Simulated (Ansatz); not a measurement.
**Reading a saddle point**

A first-order saddle point of GaNH6, closed shell, PBE0-D4/def2-TZVP, with one imaginary mode of 1327i cm⁻¹:

```json
{"atom": "Ga1", "x (Å)": "-0.8288", "y (Å)": "0.3033", "z (Å)": "-0.4036"}
{"atom": "H2", "x (Å)": "0.5610", "y (Å)": "-0.3358", "z (Å)": "-1.4777"}
{"atom": "H3", "x (Å)": "-0.9114", "y (Å)": "1.8348", "z (Å)": "-0.6896"}
{"atom": "H4", "x (Å)": "-1.9589", "y (Å)": "-0.7681", "z (Å)": "-0.4971"}
{"atom": "H5", "x (Å)": "0.8774", "y (Å)": "-0.3936", "z (Å)": "-0.5467"}
{"atom": "N6", "x (Å)": "0.6235", "y (Å)": "-0.1882", "z (Å)": "0.8421"}
{"atom": "H7", "x (Å)": "0.5106", "y (Å)": "-0.9920", "z (Å)": "1.4431"}
{"atom": "H8", "x (Å)": "1.1264", "y (Å)": "0.5396", "z (Å)": "1.3295"}
```

Program: Ansatz 0.2.0. Basis: def2-TZVPP and def2-QZVPP. Cores are frozen in the correlated methods. Filled d shells of the heavier atoms are correlated. The def2 sets are not built for correlating such inner shells, so the correlated values are less sure here. Extrapolation: Hartree–Fock as exp(−7.88 √X), correlation as X^−2.97.

Task: Which contacts change along the imaginary mode, and what lies on either side? (Judge from chemistry; the calculation decides.)

Result: The calculation gives: The step is GaH₃ + NH₃ → GaNH₄ ([NH2][GaH2]) + H₂, with the molecules in contact on both sides. Shortening one way: Ga1–N6, H2–H5; lengthening the same way: Ga1–H2, H5–N6.
```tsv
pair	one side (Å)	saddle (Å)	other side (Å)
Ga1–N6	2.15	1.98	1.81
H2–H5	3.06	0.99	0.75
Ga1–H2	1.58	1.87	3.12
H5–N6	1.01	1.43	3.34
```

Task: Which side is lower, and how far does the saddle lie above each? (To be estimated.)

Result: By the calculation: The side with Ga1–H2, H5–N6 short is lower by 13.49 kcal/mol; the saddle lies 38.74 kcal/mol above it and 25.25 kcal/mol above the other (CCSD(T) at an estimated basis limit (MP2 extrapolated from triple and quadruple zeta, plus CCSD(T) − MP2 in triple zeta); electronic energies).

The T1 diagnostic stays at or below 0.014.

The step is the kind of exchange with an N–H group that builds nitride films in atomic layer and chemical vapour deposition.

Labels in which every atom is bracketed show which atoms are joined, not bond orders.

For scale, one of the runs: CCSD(T)/def2-TZVPP, 163 basis functions, launched by `ansatz run in.yaml --threads 2 --pin off --events-out ev --progress --plain --max-ram 4352MiB`. Time: 17 s of wall clock on 2 CPU threads of an Intel Xeon Platinum 8488C; the host was shared. Peak host memory: 1.3 GiB.
